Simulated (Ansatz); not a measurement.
A structure relaxed at PBE-D4/def2-SVP in Ansatz, charge 1, doublet:

```csv
atom,x (Å),y (Å),z (Å)
Sn1,-1.006,-1.604,0.820
Sn2,2.285,0.673,-2.027
Sn3,-0.980,1.465,0.658
Sn4,-1.881,-0.731,3.394
Sn5,-1.032,-1.587,-2.098
Cl6,-0.249,1.075,-2.559
Cl7,-0.525,1.496,3.288
Cl8,1.753,1.070,0.443
Cl9,1.634,-1.857,-1.918
```

**Question.** Give its formula.

**Answer.** Sn5Cl4⁺.

**Question.** Summarise the bond lengths by kind (pairs closer than 1.2 times the sum of covalent radii, bridged metal pairs left out).

**Answer.** 8 × Cl–Sn 2.56 to 2.81 Å; 3 × Sn–Sn 2.86 to 3.07 Å.

In the def2 sets Sn takes a core potential; there is no spin–orbit coupling. Another isomer (doublet) lies 0.16 eV lower at PBE0-D4/def2-SVP; other spin states weren't run for this one.
